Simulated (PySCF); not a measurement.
C2H4BFO2, SMILES CC(=O)OBF. Atoms are numbered in the order given.

```xyz
10

B      1.1629     0.0181     1.1738
F      0.2453     0.3183     2.0735
H      2.3060    -0.1457     1.5039
O      0.8524    -0.0503    -0.1543
C     -0.4124    -0.1776    -0.6995
C     -0.4877     0.4926    -2.0422
O     -1.2844    -0.7863    -0.1545
H     -1.4792     0.3359    -2.4821
H      0.2942     0.0872    -2.7025
H     -0.2874     1.5698    -1.9293
```

Geometry: B3LYP-D3(BJ)/def2-SVP. This is a generated structure with no PubChem entry under its InChIKey; it may be hypothetical. Other conformers were not sampled.

Method: B3LYP-D3(BJ)/def2-SVP run with PySCF.

Harmonic, unscaled wavenumbers; measured fundamentals usually lie a few per cent lower.

```tsv
mode	ν (cm⁻¹)	IR (km/mol)	Raman (Å⁴/amu)	depolarisation	moving atoms (share of kinetic energy)
1	49	1.8	0.5	0.75	O 31 %, F 30 %, C 23 %, H 14 %
2	125	0.2	0.1	0.64	H 94 %
3	149	0.2	0.3	0.36	O 45 %, F 44 %
4	183	1.5	1.8	0.74	H 35 %, B 29 %, O 26 %
5	386	3.1	0.9	0.53	O 29 %, C 29 %, H 25 %, F 12 %
6	505	23.4	2.6	0.75	O 36 %, C 18 %, F 17 %, B 16 %, H 13 %
7	590	15.0	1.0	0.70	C 42 %, H 30 %, O 26 %
8	701	6.1	1.5	0.45	O 48 %, C 24 %, H 11 %, B 10 %
9	797	28.4	12.6	0.18	O 44 %, C 25 %, H 20 %, B 9 %
10	918	62.8	1.6	0.69	H 55 %, B 38 %
11	1001	18.0	2.7	0.34	H 50 %, C 33 %, O 14 %
12	1052	8.5	0.3	0.67	H 49 %, C 48 %
13	1121	16.8	5.2	0.66	H 81 %, F 10 %
14	1165	22.0	1.5	0.16	B 30 %, C 26 %, H 17 %, O 14 %, F 13 %
15	1250	603.2	1.0	0.29	C 39 %, O 33 %, H 17 %, B 9 %
16	1381	144.6	4.5	0.73	H 68 %, C 29 %
17	1419	414.7	0.5	0.27	B 68 %, F 12 %, O 9 %
18	1436	12.0	14.6	0.71	H 96 %
19	1446	7.7	14.3	0.75	H 96 %
20	1892	272.9	7.4	0.38	C 62 %, O 36 %
21	2678	154.3	101.1	0.18	H 91 %, B 9 %
22	3050	0.2	128.8	0.01	H 97 %
23	3128	1.4	65.8	0.74	H 91 %, C 9 %
24	3182	2.7	65.9	0.70	H 90 %, C 10 %
```
